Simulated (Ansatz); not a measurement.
Basis sets compared for [GdCl6]3- (GdCl₆³⁻). Charge -3, multiplicity 8. Geometry PBE-D4/def2-SVP. Ansatz on 4 threads of AMD EPYC 7R43 on a shared host; times are rough, and most runs start from earlier orbitals.

```xyz
7

Gd   -0.001    0.000    0.000
Cl    1.912    0.998   -1.690
Cl   -1.917   -0.994    1.688
Cl    0.812   -2.550   -0.591
Cl   -0.809    2.550    0.594
Cl   -1.786   -0.085   -2.077
Cl    1.788    0.081    2.075
```

In the def2 sets Gd takes a core potential; there is no spin–orbit coupling. A multiply charged anion in the gas phase is held together partly by the finite basis. At PBE-D4/def2-SVP, PBE-D4/def2-TZVP, PBE0-D4/def2-SVP, PBE0-D4/def2-TZVP the highest occupied level of the charge -3 octet lies above zero (up to 5.54 eV). The electron is either unbound and held by the finite basis, or the level is raised by self-interaction error.

```tsv
level	functions	energy (Eh)	HOMO (eV)	LUMO (eV)	wall time
PBE-D4/def2-SVP	185	-3525.1142	5.54	8.36	8 s
PBE0-D4/def2-SVP	185	-3525.2766	4.08	10.47	12 s
```

Problem. Estimate the rows for PBE-D4/def2-TZVP (with forces), PBE0-D4/def2-TZVP.

Solution. 
```
                         level  functions  energy (Eh)  HOMO (eV)  LUMO (eV)  wall time
PBE-D4/def2-TZVP (with forces)        314   -3526.1341       4.69       7.38       18 s
             PBE0-D4/def2-TZVP        314   -3526.2745       3.30      10.15       36 s
```
